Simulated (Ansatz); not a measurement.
One geometry of B₈N₈H₂₂, a nanocrystal cut from wurtzite BN (hydrogen-capped), several levels of theory.

```yaml
crystal:
  periodic: [false, false, false]
  atoms:
    - {symbol: B, position_ang: [0.333503, -2.823854, -0.845262]}
    - {symbol: N, position_ang: [0.332992, -2.760865, 0.763112]}
    - {symbol: N, position_ang: [0.341812, -1.301022, -1.301884]}
    - {symbol: B, position_ang: [-0.963369, -0.554207, -0.821100]}
    - {symbol: B, position_ang: [0.354314, -1.280328, 1.348181]}
    - {symbol: N, position_ang: [-0.905123, -0.523180, 0.783388]}
    - {symbol: N, position_ang: [-0.956378, 0.950620, -1.298523]}
    - {symbol: B, position_ang: [-2.277732, 1.705603, -0.838526]}
    - {symbol: B, position_ang: [-0.928960, 0.944860, 1.351493]}
    - {symbol: N, position_ang: [-2.222012, 1.668925, 0.769702]}
    - {symbol: B, position_ang: [1.645870, -0.586259, -0.816615]}
    - {symbol: N, position_ang: [1.602915, -0.535303, 0.771486]}
    - {symbol: N, position_ang: [1.594434, 0.921291, -1.323957]}
    - {symbol: B, position_ang: [0.316131, 1.719996, -0.813164]}
    - {symbol: B, position_ang: [1.652499, 0.950977, 1.351954]}
    - {symbol: N, position_ang: [0.340513, 1.653753, 0.774756]}
    - {symbol: H, position_ang: [-0.693478, -3.380151, -1.229988]}
    - {symbol: H, position_ang: [1.358093, -3.389464, -1.226054]}
    - {symbol: H, position_ang: [-0.482269, -3.260484, 1.140971]}
    - {symbol: H, position_ang: [1.140580, -3.273163, 1.140284]}
    - {symbol: H, position_ang: [0.333718, -1.351412, -2.329110]}
    - {symbol: H, position_ang: [-1.967381, -1.132398, -1.223547]}
    - {symbol: H, position_ang: [0.356831, -1.326813, 2.574567]}
    - {symbol: H, position_ang: [-1.736933, -1.003457, 1.147487]}
    - {symbol: H, position_ang: [-1.005384, 0.971050, -2.325642]}
    - {symbol: H, position_ang: [-3.274348, 1.097205, -1.224227]}
    - {symbol: H, position_ang: [-2.253644, 2.876835, -1.215805]}
    - {symbol: H, position_ang: [-0.966330, 0.967615, 2.577988]}
    - {symbol: H, position_ang: [-3.062100, 1.211783, 1.146977]}
    - {symbol: H, position_ang: [-2.261315, 2.623362, 1.149695]}
    - {symbol: H, position_ang: [2.664269, -1.129463, -1.239159]}
    - {symbol: H, position_ang: [2.448755, -0.989156, 1.135511]}
    - {symbol: H, position_ang: [1.685459, 0.975368, -2.346924]}
    - {symbol: H, position_ang: [2.424434, 1.399292, -0.936006]}
    - {symbol: H, position_ang: [0.355837, 2.874437, -1.233197]}
    - {symbol: H, position_ang: [1.634017, 0.938453, 2.579171]}
    - {symbol: H, position_ang: [2.668010, 1.537219, 0.941130]}
    - {symbol: H, position_ang: [0.371760, 2.612358, 1.140878]}
basis:
  gaussian: {orbitals: def2-SVP, initial_orbitals: start.molden}
correlation: {method: ccsd_t}
scf: {omitted_lower_state_checks: [starts]}
output: {orbitals: {seedname: orbitals}}
```

The file start.molden holds the orbitals of an earlier run on this structure, at another level or in another basis.

```sh
$ ansatz run in.yaml --threads 2 --pin off --events-out ev --progress --plain --max-ram 32768MiB --backend cuda --devices 0, --max-vram 18GiB
```

Output, abridged:

```
Functional definition: HF
3418 factors; integrals over basis functions are off by at most 1.4e-3 eV
mean field evaluation 1: about -17574.5210 eV, gradient 3.6e1 eV
mean field evaluation 2: about -17576.7901 eV, gradient 1.8e0 eV
mean field evaluation 4: about -17577.2661 eV, gradient 8.0e-1 eV
mean field evaluation 8: about -17577.2676 eV, gradient 1.3e-5 eV
mean field -17577.26756202 eV, -645.9526686043 hartree, gradient 2.9e-6 eV, S^2 0.000000; 0 other end points of the search recorded, 0 dependent functions left out
16 core orbitals not correlated: weight in the atoms' cores, before any rotation towards them, 1.000 or more for the frozen orbitals, at most 0.000 for the correlated occupied ones
reference -17577.26756202 eV, -645.9526686043 hartree; 43, 43 occupied and 275, 275 virtual orbitals, 3418 factors
second order -58.90912156 eV of doubles, -0.00000000 eV of singles
cycle   1  -60.80085933 eV  change    -1.9e0 eV  update   1.6e-1
cycle   2  -62.36985277 eV  change    -1.6e0 eV  update   4.4e-2
cycle   3  -62.64127634 eV  change   -2.7e-1 eV  update   1.9e-2
cycle   4  -62.63136809 eV  change    9.9e-3 eV  update   3.9e-3
cycle   5  -62.63394990 eV  change   -2.6e-3 eV  update   1.4e-3
cycle   6  -62.63487950 eV  change   -9.3e-4 eV  update   3.4e-4
cycle   7  -62.63465999 eV  change    2.2e-4 eV  update   1.1e-4
cycle   8  -62.63461557 eV  change    4.4e-5 eV  update   3.2e-5
perturbative correction -2.08805291 eV, -0.0767345291 hartree
Total energy: -17641.99023050 eV, -648.3311828004 hartree
Checks for a lower state left out: starts
```

Hardware: 2 threads of AMD EPYC 7R13 on a shared host and a share (18 GiB) of an NVIDIA H100 80GB HBM3. Wall time 39 s, peak host memory 1.7 GiB.

As the first input, with `gaussian: {orbitals: def2-TZVP, fitting: {mean_field: def2-universal-jkfit}, initial_orbitals: start.molden}`, `hamiltonian: {xc: pbe0, dispersion: d4}`, `output: {forces: true, orbitals: {seedname: orbitals}}` and without the key `correlation` (abridged; 11 s):

```
Functional definition: PBE0
mean field -17689.46524290 eV, -650.0758573266 hartree, gradient 1.5e-5 eV, S^2 0.000000
Total energy: -17690.90309845 eV, -650.1286975431 hartree
Atom 0 force    -0.004574    -0.135171    -0.094257 eV/Å
Atom 1 force     0.002398    -0.362340     0.323625 eV/Å
Atom 2 force     0.004578    -0.013759    -0.267985 eV/Å
Atom 3 force    -0.113529    -0.065330    -0.052253 eV/Å
Atom 4 force     0.003567     0.008387     0.143148 eV/Å
Atom 5 force    -0.227087    -0.130982     0.108241 eV/Å
Atom 6 force    -0.010168     0.011333    -0.267920 eV/Å
Atom 7 force    -0.119283     0.064266    -0.093803 eV/Å
Atom 8 force     0.009244    -0.001615     0.143327 eV/Å
Atom 9 force    -0.312410     0.182105     0.324403 eV/Å
Atom 10 force     0.104762    -0.067711    -0.046058 eV/Å
Atom 11 force     0.225525    -0.150100     0.093131 eV/Å
Atom 12 force     0.359133     0.207606    -0.146940 eV/Å
Atom 13 force    -0.006058     0.124656    -0.045867 eV/Å
Atom 14 force     0.100776     0.057727     0.129961 eV/Å
Atom 15 force    -0.016674     0.270221     0.093696 eV/Å
Atom 16 force     0.331479     0.200216     0.129763 eV/Å
Atom 17 force    -0.329564     0.205738     0.127640 eV/Å
Atom 18 force     0.437552     0.296489    -0.238709 eV/Å
Atom 19 force    -0.433428     0.299798    -0.238025 eV/Å
Atom 20 force     0.007028     0.050599     0.540743 eV/Å
Atom 21 force     0.329571     0.189714     0.150774 eV/Å
Atom 22 force    -0.000765     0.040073    -0.409775 eV/Å
Atom 23 force     0.440975     0.254700    -0.214670 eV/Å
Atom 24 force     0.047998    -0.020259     0.540541 eV/Å
Atom 25 force     0.339549     0.185732     0.130139 eV/Å
Atom 26 force     0.012757    -0.388754     0.126246 eV/Å
Atom 27 force     0.033748    -0.019835    -0.409983 eV/Å
Atom 28 force     0.475400     0.231545    -0.238458 eV/Å
Atom 29 force     0.042730    -0.524433    -0.239559 eV/Å
Atom 30 force    -0.338087     0.162577     0.153241 eV/Å
Atom 31 force    -0.450500     0.236491    -0.215986 eV/Å
Atom 32 force    -0.074183    -0.043740     0.578044 eV/Å
Atom 33 force    -0.488796    -0.281496    -0.264360 eV/Å
Atom 34 force    -0.028585    -0.374431     0.152454 eV/Å
Atom 35 force    -0.020749    -0.011338    -0.412487 eV/Å
Atom 36 force    -0.313113    -0.180725     0.125099 eV/Å
Atom 37 force    -0.021217    -0.507953    -0.217123 eV/Å
Dipole moment:    -0.013789    -0.008486     0.106822 e Å
Checks for a lower state left out: starts
```

First input, but with `gaussian: {orbitals: def2-TZVP, fitting: {mean_field: def2-universal-jkfit}, initial_orbitals: start.molden}`, `hamiltonian: {xc: hf}` and without the key `correlation` (abridged; 6 s):

```
Functional definition: HF
mean field -17595.81001755 eV, -646.6340912765 hartree, gradient 1.1e-5 eV, S^2 0.000000
Total energy: -17595.81001755 eV, -646.6340912765 hartree
Checks for a lower state left out: starts
```

The first input with `gaussian: {orbitals: def2-TZVP, initial_orbitals: start.molden}`, `correlation: {method: mp2}` (abridged; 14 s):

```
Functional definition: HF
mean field -17595.81457508 eV, -646.6342587627 hartree, gradient 2.5e-6 eV, S^2 0.000000
16 core orbitals not correlated: weight in the atoms' cores, before any rotation towards them, 1.000 or more for the frozen orbitals, at most 0.000 for the correlated occupied ones
second order -70.53714044 eV of doubles, -0.00000000 eV of singles
Total energy: -17666.35171552 eV, -649.2264508620 hartree
Checks for a lower state left out: starts
```

As the first input, with `hamiltonian: {xc: pbe0, dispersion: d4}` and without the key `correlation` (abridged; 7 s):

```
Functional definition: PBE0
mean field -17671.09254440 eV, -649.4006731101 hartree, gradient 1.4e-5 eV, S^2 0.000000
Total energy: -17672.53038783 eV, -649.4535128815 hartree
Checks for a lower state left out: starts
```

Geometry: PBE-D4/def2-SVP.

Correlated methods freeze 16 core orbitals. Single mean-field runs in def2-TZVP are fitted with def2-universal-jkfit.
